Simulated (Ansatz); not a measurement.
Ansatz (a program for electronic structure) input (B3LYP-D3(BJ)/def2-TZVP):

Ansatz 0.2 input:
```yaml
crystal:
  periodic: [false, false, false]
  atoms:
    - {symbol: Cd, position_ang: [0.90807939, 0.00276482, -0.12522580]}
    - {symbol: F, position_ang: [-0.65233903, 1.43182520, -1.15709636]}
    - {symbol: F, position_ang: [-0.29137880, -1.44308581, 1.30425466]}
basis:
  gaussian:
    orbitals: def2-TZVP
hamiltonian:
  xc: b3lyp
  dispersion: d3bj
total_charge: -1
magnetization: {spin_polarized: true, initial_magnetization: 1}
relax: {f_tol: 0.002, max_steps: 150}
```

End of the output:

```
the calculation of the forces begins
reference -10005.02191546 eV, -367.6777737458 hartree; 20, 19 occupied and 82, 83 virtual orbitals, 710 factors
relax step   5: F+E_penalty+E_count = -10005.07295703 eV  Δ(F+E_penalty+E_count) = -3.203e-5 eV  max|allowed force component| = 9.409e-4 eV/Å  Δτ_max = 0.0040 Å  (34 SCF iters, accepted)
integrals: 0.02 GiB planned
710 factors; their error is unknown
mean field: 0.35 GiB planned
mean field evaluation 64: about -10005.0217 eV, gradient 7.1e-4 eV
mean field -10005.02171246 eV, -367.6777662856 hartree, gradient 1.9e-5 eV, S^2 0.751778; 1 other end points of the search recorded, 0 dependent functions left out
the calculation of the forces begins
reference -10005.02191546 eV, -367.6777737458 hartree; 20, 19 occupied and 82, 83 virtual orbitals, 710 factors
Total energy: -10005.07316003 eV, -367.6796569490 hartree
Atom 0 at     0.697429     0.000129    -0.093695 Å, force    -0.000941    -0.000020     0.000148 eV/Å
Atom 1 at    -0.540319     1.374075    -1.122191 Å, force     0.000452     0.000106    -0.000156 eV/Å
Atom 2 at    -0.192749    -1.382700     1.237819 Å, force     0.000489    -0.000086     0.000007 eV/Å
Dipole moment:     0.560688     0.002343    -0.079844 e Å
```

The spin state was set by rule; other spins were not relaxed.
